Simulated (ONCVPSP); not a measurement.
Building the ONCV potential for mercury (PBEsol, scalar-relativistic).

Hg (Z = 80), optimised norm-conserving Vanderbilt (ONCV), made with ONCVPSP 4.0.1 (PBEsol, scalar-relativistic). Core [Xe] 4f14, reference 5d10 6s2. Waves: 6s: rc 1.75 bohr, ncon 4, nbas 8, qcut 4.1 1/bohr, 1 projector; p scattering state at 0.33 Ha: rc 1.40 bohr, ncon 3, nbas 6, qcut 6.3 1/bohr, 2 projectors, debl 0.4 Ha; 5d: rc 1.65 bohr, ncon 5, nbas 10, qcut 7.6 1/bohr, 3 projectors, debl 4 Ha. Local part: polynomial inside 0.90 bohr (lpopt 4, dvloc0 3 Ha). Core correction: none.

All-electron outer shells of the reference configuration (PBEsol, scalar-relativistic, ld1.x):

```
shell  level (eV)  outermost node (bohr)  outermost maximum (bohr)
   5p      -66.53                   0.51                      0.93
   5d       -9.88                   0.55                      1.17
   6s       -6.87                   1.08                      2.21
```

Question: Does the generator finish with these settings?

Answer: No. ONCVPSP 4.0.1 stopped with "optimize: ERROR ps0norm > uunorm, code will stop": the continuity conditions at rc already need more norm inside rc than the all-electron wave has, so norm conservation cannot be met. It happened in the s channel.
